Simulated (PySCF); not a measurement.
Compound: C2H9BN (charge -1).
SMILES with atom numbers: `[CH3:1][CH2:2][BH2-:3][NH2:4]` (hydrogens: H5, H6, H7 on C1; H8, H9 on C2; H10, H11 on B3; H12, H13 on N4)

Geometry (GFN2-xTB, Å), atoms numbered from 1 in this order:
```
atom  x, y, z in Å
C1    -1.7880   -0.1531   -0.5564
C2    -0.4173   -0.5745   -0.0396
B3     0.7857    0.4878   -0.4329
N4     2.1385   -0.0733    0.1233
H5    -2.0587    0.8214   -0.1489
H6    -2.5839   -0.8641   -0.2918
H7    -1.7637   -0.0607   -1.6422
H8    -0.4858   -0.6920    1.0509
H9    -0.1885   -1.5700   -0.4378
H10    0.8891    0.6021   -1.6482
H11    0.5263    1.6085    0.0555
H12    2.0693   -0.1429    1.1373
H13    2.8727    0.6114   -0.0480
```

The closed-shell SCF was solved with PySCF and density fitting under several settings on one GFN2-xTB geometry (grid level 2 and gas phase unless stated).

| settings | basis functions | SCF cycles | E (Eh) | HOMO (eV) | LUMO (eV) |
| --- | --- | --- | --- | --- | --- |
| PBE0/pcSseg-1 | 113 | 12 | -161.0354 | -0.36 | 6.08 |
| PBE0/ANO-RCC-VDZP | 101 | 12 | -161.1031 | -0.31 | 4.41 |
| HCTH407/aug-cc-pVDZ, fitting basis def2-qzvpp-jkfit | 173 | 12 | -161.3092 | 0.34 | 2.64 |
| CAM-B3LYP/ANO-RCC-VDZP | 101 | 12 | -161.2130 | -1.69 | 5.01 |

Task: Estimate the rows for these settings: (1) PBE0/cc-pVDZ, start guess vsap; (2) PBE0/pcSseg-1, start guess atom.

Result: 
```csv
settings,basis functions,SCF cycles,E (Eh),HOMO (eV),LUMO (eV)
"PBE0/cc-pVDZ, start guess vsap",101,12,-161.0536,-0.08,6.67
"PBE0/pcSseg-1, start guess atom",113,10,-161.0354,-0.36,6.08
```

Task: Over all rows, what range does the HOMO–LUMO gap span?

Result: From 2.30 eV (HCTH407/aug-cc-pVDZ, fitting basis def2-qzvpp-jkfit) to 6.75 eV (PBE0/cc-pVDZ, start guess vsap). The functional of the narrowest has no exact exchange, that of the widest 25 % exact exchange.

Task: Compare two rows with the functional PBE0: PBE0/cc-pVDZ, start guess vsap and PBE0/ANO-RCC-VDZP. Which energy is lower, and by how much?

Result: PBE0/ANO-RCC-VDZP (101 functions) lies 0.0495 Eh or 31 kcal/mol below PBE0/cc-pVDZ, start guess vsap (101 functions).

Cycle counts include a coarse-grid stage where the run had one. ANO-RCC sets were contracted for a scalar-relativistic Hamiltonian, but ran non-relativistically here. The HOMO energy is positive at HCTH407/aug-cc-pVDZ; such an orbital is held in place by the finite basis.

One conformer stands for the species.
